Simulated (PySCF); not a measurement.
PySCF 2.14 output of an unrestricted r2SCAN calculation on a single atom or ion in aug-cc-pVTZ with one added diffuse shell each of s, p, d, f, g type (9s8p6d4f3g, 118 functions), with no relativity, point nucleus:

```
SCF conv_tol = 1e-09
number electrons alpha = 13  beta = 10
    J. W. Furness, A. D. Kaplan, J. Ning, J. P. Perdew, and J. Sun.,  J. Phys. Chem. Lett. 11, 8208-8215 (2020)
    J. W. Furness, A. D. Kaplan, J. Ning, J. P. Perdew, and J. Sun.,  J. Phys. Chem. Lett. 11, 9248-9248 (2020)
    J. W. Furness, A. D. Kaplan, J. Ning, J. P. Perdew, and J. Sun.,  J. Phys. Chem. Lett. 11, 8208-8215 (2020)
    J. W. Furness, A. D. Kaplan, J. Ning, J. P. Perdew, and J. Sun.,  J. Phys. Chem. Lett. 11, 9248-9248 (2020)
cycle= 1 E= -943.625460444846  delta_E= -0.00919  |g|= 0.017  |ddm|= 2.45
cycle= 2 E= -943.625597934809  delta_E= -0.000137  |g|= 0.00602  |ddm|= 0.356
cycle= 3 E= -943.625615928545  delta_E= -1.8e-05  |g|= 0.00414  |ddm|= 0.0895
cycle= 4 E= -943.62562247713  delta_E= -6.55e-06  |g|= 0.00104  |ddm|= 0.0352
cycle= 5 E= -943.625623709069  delta_E= -1.23e-06  |g|= 0.000406  |ddm|= 0.008
cycle= 6 E= -943.62562395245  delta_E= -2.43e-07  |g|= 5.84e-05  |ddm|= 0.00465
cycle= 7 E= -943.625623956754  delta_E= -4.3e-09  |g|= 3.15e-05  |ddm|= 0.000681
cycle= 8 E= -943.625623957596  delta_E= -8.43e-10  |g|= 2.51e-06  |ddm|= 0.000318
converged SCF energy = -943.625623957596  <S^2> = 3.765779  2S+1 = 4.0078817
```

The run itself started from symmetry-adapted Hartree-Fock orbitals and held the occupation by maximum overlap, on a logarithmic radial grid, so the iterations belong to that start.

Task: Which element, charge and spin multiplicity is this?

Result: V (vanadium, neutral), multiplicity 4; the state was [Ar] 3d2 4s2 4p1, one real determinant (an excited configuration).

⟨L²⟩ = 14.04 against 20 for a pure G term, so this real determinant mixes terms.
